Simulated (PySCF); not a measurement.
# How methods differ on the excitation energy of N⁺

N⁺ [He] 2s2 2p2 (3P) → N⁺ [He] 2s1 2p2 3s1 (5P), as a difference of total energies. All numbers are calculated (PySCF 2.14, scalar relativity by spin-free X2C-1e, in dyall-acv3z (15s9p4d2f, 76 functions)). Correlated levels: valence: 1s2 frozen; virtual orbitals above 40 to 60 times the deepest correlated orbital energy dropped. The calculations carry no spin-orbit coupling.

```csv
method,excitation energy (eV)
UHF,23.359
MP2 (valence),24.914
SCS-MP2 (valence),25.324
CCSD (valence),25.327
CCSD(T) (valence),25.369
```

Question: How much does correlation contribute at CCSD(T) (valence)?

Answer: 25.369 − (23.359) = 2.010 eV, measured against UHF.

The promoted electron is Rydberg-like, and one or two diffuse shells describe it only roughly, which tends to raise the upper state.
